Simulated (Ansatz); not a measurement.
Born–Oppenheimer molecular dynamics of ClGaH3N (6 atoms, charge 0, multiplicity 1). It goes on from the last frame of an earlier run, with new velocities.

All numbers below come from Ansatz 0.2.0, RKS B3LYP-D4/def2-SVP.

| Item | Value |
| --- | --- |
| ensemble | NVT, Nosé–Hoover chain |
| time step | 0.5 fs |
| steps asked | 150 |
| set temperature | 2000 K |
| thermostat | time constant 100 fs, chain length 3 (defaults) |
| seed | 504358 |

First frame:

```xyz
6
Properties=species:S:1:pos:R:3
Ga -0.005 -0.037 -0.080
H 0.410 -0.742 1.331
Cl 1.781 0.410 -1.290
N -1.695 0.310 -0.664
H -2.493 -0.021 -0.083
H -1.996 0.742 -1.515
```

Task: How far do the bonds stretch over the last three quarters of this one trajectory? (Pairs bonded in most of those frames.)

Result: 
```
   bond  mean (Å)  spread (Å)  shortest  longest
 Ga1–H2     1.576       0.060      1.47     1.66
Ga1–Cl3     2.158       0.037      2.11     2.23
 Ga1–N4     1.864       0.042      1.80     1.93
  N4–H5     1.037       0.046      0.97     1.11
  N4–H6     1.043       0.048      0.96     1.13
```

Mean temperature of the second half: 1106 K. The conserved energy stayed within 0.63 meV per atom of its start (net change 0.21 meV per atom), so the integration is sound. The mean temperature of the second half is 45 % below the set value. A run of 0.075 ps of so small a system gives no equilibrium averages.

The run took 6.6 min on 1 thread of Arm Neoverse V2, with other jobs on the host, peak memory 0.15 GiB.
